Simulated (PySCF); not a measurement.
C$_{6}$H$_{14}$BO$_{2}$, charge +1, singlet, geometry from GFN2-xTB. Base run: DF-B3LYP/6-31G** (PySCF).

Input for PySCF:
```python
from pyscf import gto, scf, dft

mol = gto.Mole()
mol.atom = '''
    C     1.36150529   -1.46332251   -0.36696631
    C     0.79606510   -0.05128719   -0.22271852
    C     1.44830263    0.88225462   -1.23445011
    O     1.14354764    0.39227540    1.10901776
    B     0.15682922    0.33326282    1.94832944
    O    -1.02871186   -0.12042878    1.24728994
    C    -0.77310942   -0.01049082   -0.22555927
    C    -1.35621522    1.32121923   -0.67419712
    C    -1.46109773   -1.17149123   -0.91836226
    H     1.19594725   -1.84654052   -1.36836460
    H     2.43273390   -1.42506484   -0.18738254
    H     0.92718286   -2.14190893    0.36280342
    H     1.20719721    1.92190875   -1.03889236
    H     1.13777957    0.62097120   -2.24138659
    H     2.52697957    0.77357399   -1.16724166
    H     0.15972671    0.56209769    3.08335576
    H    -1.94042185    0.06626266    1.51455827
    H    -2.43282444    1.33672911   -0.51019889
    H    -1.18800205    1.46483121   -1.73721868
    H    -0.90944312    2.15482963   -0.13630209
    H    -1.21037890   -2.12448538   -0.46282906
    H    -1.16077615   -1.19994041   -1.96171339
    H    -2.54123645   -1.04564357   -0.88777460
'''
mol.basis = '6-31g**'
mol.charge = 1
mol.verbose = 5
mol.build()

mf = dft.RKS(mol)
mf.xc = 'b3lyp'
mf = mf.density_fit(auxbasis='def2-universal-jkfit')
mf.kernel()
mf.analyze()
```

Variants of this job, named by their change:

| change | ΔE vs base (µEh) | grid points | electrons on the grid | outcome |
|---|---|---|---|---|
| base | 0.0 | 264232 | 69.99988 | converged |
| grids.atom_grid = (30, 110) | -349 | 56640 | 70.00132 | converged |
| grids.level = 5 | -16.9 | 716544 | 70.00000 | converged |
| grids.radi_method = gauss_chebyshev | 0.2 | 257896 | 69.99988 | converged |
| grids.prune = dft.gen_grid.treutler_prune | 9.2 | 226976 | 69.99988 | converged |
| grids.atom_grid = (150, 974) | - | - | - | cut at the time limit |
| grids.atom_grid = (50, 194) | -90.3 | 151872 | 70.00046 | converged |
| grids.radi_method = mura_knowles | 0.3 | 251960 | 69.99988 | converged |
| small_rho_cutoff = 0 | 0.0 | 264232 | 69.99988 | converged |
| grids.atom_grid = (99, 590) | -15.9 | 746312 | 69.99999 | converged |
| grids.level = 7 | -16.8 | 1481280 | 70.00000 | converged |
